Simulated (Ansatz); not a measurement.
Computed with Ansatz on PBE0-D4/def2-TZVP structures; ΔE is electronic, products minus reactants. CCSD(T)/CBS is the MP2 limit (def2-TZVPP, def2-QZVPP) plus CCSD(T) − MP2 in def2-TZVPP, frozen cores. Functionals use def2-TZVPP. For Ge outer-core shells are correlated without core-valence functions, which leaves a few kJ/mol of doubt a bond. Scalar relativity is left out up to krypton. Each species was taken in one conformer, which may not be the lowest.

Reaction (substitution at a C–Ge bond): `[CH3][Ge]([CH3])([F])[Cl]` + `COB(O)O` → `COB(O)OC` + `[CH3][GeH]([F])[Cl]`

CCSD(T)/CBS gives +105.9 kJ/mol.

Another level gave +101.9 kJ/mol. Which?
A. HF/def2-TZVPP
B. MP2/def2-TZVPP
C. PBE0-D4/def2-TZVPP
D. ωB97X-V/def2-TZVPP

C. PBE0-D4 101.9, ωB97X-V 97.1, HF/def2-TZVPP 89.4, MP2/def2-TZVPP 112.5 kJ/mol.

Largest T1 diagnostic among the species: 0.012.

In def2-TZVPP, CCSD(T) changes the Hartree–Fock value by +15.1 kJ/mol (the triples alone add +1.1 kJ/mol) and MP2 by +23.2 kJ/mol.
